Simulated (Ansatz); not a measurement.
An input meant for GaH₂Cl (charge 0, singlet).

```yaml
crystal:
  periodic: [false, false, false]
  atoms:
    - {symbol: Ga, position_ang: [0.109323, 0.182615, -0.000860]}
    - {symbol: H, position_ang: [1.665589, 0.016624, 0.013218]}
    - {symbol: H, position_ang: [-0.772141, 1.475811, -0.020409]}
    - {symbol: Cl, position_ang: [-1.002770, -1.675051, 0.008052]}
basis:
  gaussian: {orbitals: def2-mTZVP, final_grid: {core_spheres: 1, valence_spheres: 1, degree: 5}}
hamiltonian: {xc: {name: wB97M-V}}
scf: {lower_state_search: off}
```

```sh
$ ansatz run in.yaml --threads 4 --pin off --events-out ev --progress --plain --max-ram 3916MiB
```

Shortened log:

```
Functional definition: wB97M-V
588 factors; integrals over basis functions are off by at most 8.3e-4 eV
169 factors; integrals over basis functions are off by at most 8.7e-6 eV
mean field evaluation 1: about -64929.8653 eV, gradient 2.4e1 eV
mean field evaluation 2: about -64930.1865 eV, gradient 2.6e1 eV
mean field evaluation 4: about -64930.8654 eV, gradient 7.4e-1 eV
mean field evaluation 8: about -64942.9742 eV, gradient 4.6e0 eV
mean field evaluation 16: about -64943.0217 eV, gradient 2.0e-5 eV
mean field -64943.02169449 eV, -2386.6120273112 hartree, gradient 5.5e-6 eV, S^2 0.000000; 0 other end points of the search recorded, 0 dependent functions left out
reference -64943.02178096 eV, -2386.6120304890 hartree; 25, 25 occupied and 39, 39 virtual orbitals, 588 factors
Total energy: -64943.02178096 eV, -2386.6120304890 hartree
Checks for a lower state left out: stability, starts, cluster_reference, orbital_swaps, neighbouring_geometries, increment
```

In this input the integration grid is far too coarse. The calculation finished and met its thresholds. The result belongs to that input, not to the species as meant.
